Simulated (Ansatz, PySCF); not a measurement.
C5H3Br. Atoms are numbered in the order given.

```xyz
9

C      2.6672     1.2521     0.0000
C      1.4923     0.9506     0.0000
C      0.1249     0.5780     0.0000
Br    -0.2331    -1.3005     0.0000
C     -0.8849     1.4202     0.0000
C     -1.8847     2.2576     0.0000
H      3.7070     1.5229     0.0000
H     -2.3195     2.6225     0.9377
H     -2.3195     2.6225    -0.9377
```
Charge 0, spin multiplicity 1.

Geometry: PBE0-D3(BJ)/def2-SVP. This is a generated structure with no PubChem entry under its InChIKey; it may be hypothetical.

Vertical ionisation energy (IE) and electron affinity (EA) in eV. Rows of orbital energies are one-electron estimates. Where ΔSCF, EOM or ADC give a negative EA the extra electron is unbound and the value depends on the basis.

```csv
level,IE,EA
"−ε(HOMO), −ε(LUMO), ωB97X/def2-TZVP (PySCF)",9.28,-0.61
"−ε(HOMO), −ε(LUMO), PBE/def2-TZVP (PySCF)",6.01,2.47
"ΔSCF, PBE0/def2-SVPD (Ansatz), final states of multiplicity 2 and 2",8.94,-0.03
"ΔSCF, PBE/def2-SVPD (Ansatz), final states of multiplicity 2 and 2",8.73,0.10
```

Problem. What vertical singlet–triplet gap does ΔSCF give with PBE0/def2-SVPD (Ansatz, a program for electronic structure) and with PBE/def2-SVPD (Ansatz)? (An estimate is asked for; the answer gives what the named calculation found.)

Solution. 3.44 and 3.36 eV (triplet above singlet where positive).
